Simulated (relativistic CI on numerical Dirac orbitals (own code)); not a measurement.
Hyperfine structure of Os50+, mass number 189

Calculated at this level of theory: Dirac-Coulomb-Breit CI, orbitals from a KLI potential per configuration, model QED, unscaled Slater integrals (own radial code, finite nucleus).

CI space (outside the closed core [Ne]): 3s²3p⁶3d⁸, 3s²3p⁵3d⁹, 3s²3p⁴3d¹⁰, 3s3p⁶3d⁹, 3p⁶3d¹⁰, 3s3p⁵3d¹⁰, 3s²3p⁶3d⁷4s, 3s²3p⁶3d⁷4p, 3s²3p⁴3d⁹4s, 3s²3p⁶3d⁷4d, 3s²3p⁴3d⁹4p, 3s²3p⁵3d⁸4s, 3s²3p⁶3d⁷4f, 3s²3p⁴3d⁹4d, 3s3p⁵3d⁹4s, 3s²3p⁵3d⁸4p. Levels of other configurations are missing.

Nuclear spin I = 3/2, μ = 0.6576 μN, Q = 0.86 b (tables of Stone and Pyykkö). The electronic factors are computed for point nuclear moments, without core polarisation or the Bohr-Weisskopf and QED corrections.

| Level | E (10³ cm⁻¹) | A (MHz) | B (MHz) |
| --- | --- | --- | --- |
| 3s²3p⁶3d⁸ ³F4 | 0.0 | 18440 | -52600 |
| 3s²3p⁶3d⁸ ³F3 | 600.2 | 27100 | -25700 |
| 3s²3p⁶3d⁸ ³P2 | 679.7 | 21360 | 19100 |
| 3s²3p⁶3d⁸ ³P1 | 724.4 | -3291 | -27300 |
| 3s²3p⁶3d⁸ ¹G4 | 725.6 | 29720 | -145000 |
| 3s²3p⁶3d⁸ ³F2 | 1259.7 | 47250 | 4740 |
| 3s²3p⁵3d⁹ ³F°4 | 3633.0 | 46060 | -433000 |
| 3s²3p⁵3d⁹ ¹D°2 | 3714.5 | 26370 | 236000 |

Levels with J = 0, under 50 % of one LS term, or S terms without an open s electron are left out. Small factors come from cancelling terms and can be off by tens of per cent or more.

At this charge energies of transitions that change n are usually good to better than 1 %, and those within a shell (Δn = 0) to a few per cent.

(1) Give the hyperfine levels of 3s²3p⁶3d⁸ ³F4 relative to its centre of gravity.

Results:

(1) With K = F(F + 1) − I(I + 1) − J(J + 1), E = AK/2 + B[¾K(K + 1) − I(I + 1)J(J + 1)]/[2I(2I − 1)J(2J − 1)]: F = 5/2: -164100, F = 7/2: -63440, F = 9/2: 32220, F = 11/2: 97510 MHz.

LS names give the leading component of a level, which can be under half, so a name can repeat, a term be missing and a line seem to break the LS rules.
